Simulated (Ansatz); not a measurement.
```yaml
crystal:
  periodic: [false, false, false]
  atoms:
    - {symbol: N, position_ang: [-0.994905, 1.113000, 0.227217]}
    - {symbol: Si, position_ang: [0.459573, 0.251172, 0.136415]}
    - {symbol: B, position_ang: [0.785688, -1.320883, -0.859131]}
    - {symbol: O, position_ang: [0.439798, -1.473508, 0.434157]}
    - {symbol: H, position_ang: [-1.260651, 1.645899, 1.038180]}
    - {symbol: H, position_ang: [-1.755249, 0.977169, -0.416225]}
    - {symbol: H, position_ang: [1.402431, 0.889136, 1.078515]}
    - {symbol: H, position_ang: [1.015617, -2.139186, -1.694928]}
basis:
  gaussian: {orbitals: def2-SVPD, final_grid: {core_spheres: 8, valence_spheres: 7, degree: 23}}
total_charge: -1
magnetization: {spin_polarized: true, initial_magnetization: 1}
hamiltonian: {xc: {name: HF}}
correlation: {active_space: {window: {electrons: 40, orbitals: 30}}}
scf: {lower_state_search: off}
```

```sh
$ ansatz run in.yaml --threads 2 --pin off --events-out ev --progress --plain --max-ram 4352MiB
```

(1) How does Ansatz answer? (Best estimate.)

Results:

(1) Ansatz gave: The program refused the input.
```
Error: invalid value for `correlation.active_space`: it starts from restricted Hartree–Fock orbitals; set hamiltonian.xc: hf without magnetization.spin_polarized
```
